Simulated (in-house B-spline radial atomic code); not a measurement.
Radial electron density of Se VI (Se5+), [Ar] 3d10 4s1. All numbers are computed (non-relativistic wB97X, spin-polarised, spherical fractional occupations, exact exchange averaged over the configuration; point nucleus) with an all-electron radial atomic-structure program (B-spline basis), not measured.

Columns: r (bohr), 4πr²n(r) (electrons per bohr), bar.

```
 0.00189    1.069 #
 0.00229    1.527 #
 0.00278    2.177 ##
 0.00338    3.089 ###
 0.00411    4.347 ####
 0.00499    6.036 #####
 0.00606    8.278 #######
 0.00736    11.18 ##########
 0.00894    14.82 #############
  0.0109    19.29 #################
  0.0132    24.22 ######################
   0.016    29.48 ##########################
  0.0194    34.54 ###############################
  0.0236    38.73 ###################################
  0.0287    41.15 #####################################
  0.0348    41.28 #####################################
  0.0423    39.26 ###################################
  0.0514     36.2 ################################
  0.0624    34.08 ###############################
  0.0758    34.87 ###############################
   0.092    39.19 ###################################
   0.112    45.31 #########################################
   0.136    49.07 ############################################
   0.165    47.06 ##########################################
     0.2    39.45 ###################################
   0.243    30.62 ###########################
   0.295    26.44 ########################
   0.359    28.47 ##########################
   0.436     32.2 #############################
   0.529     31.8 #############################
   0.642    25.56 #######################
    0.78    16.47 ###############
   0.948    8.747 ########
    1.15    4.155 ####
     1.4    1.963 ##
     1.7   0.9907 #
    2.06   0.4454 
     2.5   0.1439 
    3.04  0.03054 
    3.69 0.003807 
    4.49 0.0002314 
    5.45 6.271e-06
```

On this grid the curve has 3 maxima, near 0.0348, 0.136, 0.436 bohr.

The 4s up radial function P(r) = rR(r), positive near the nucleus:

```json
{"r (bohr)": "0.000588", "P": "0.01065"}
{"r (bohr)": "0.000868", "P": "0.01557"}
{"r (bohr)": "0.00128", "P": "0.02263"}
{"r (bohr)": "0.00189", "P": "0.03272"}
{"r (bohr)": "0.00278", "P": "0.04666"}
{"r (bohr)": "0.00411", "P": "0.06584"}
{"r (bohr)": "0.00606", "P": "0.09056"}
{"r (bohr)": "0.00894", "P": "0.1202"}
{"r (bohr)": "0.0132", "P": "0.151"}
{"r (bohr)": "0.0194", "P": "0.1725"}
{"r (bohr)": "0.0287", "P": "0.1661"}
{"r (bohr)": "0.0423", "P": "0.1054"}
{"r (bohr)": "0.0624", "P": "-0.02753"}
{"r (bohr)": "0.092", "P": "-0.2025"}
{"r (bohr)": "0.136", "P": "-0.2994"}
{"r (bohr)": "0.2", "P": "-0.1511"}
{"r (bohr)": "0.295", "P": "0.2361"}
{"r (bohr)": "0.436", "P": "0.4821"}
{"r (bohr)": "0.642", "P": "0.1605"}
{"r (bohr)": "0.948", "P": "-0.5508"}
{"r (bohr)": "1.4", "P": "-0.9336"}
{"r (bohr)": "2.06", "P": "-0.6311"}
{"r (bohr)": "3.04", "P": "-0.1738"}
{"r (bohr)": "4.49", "P": "-0.0152"}
```
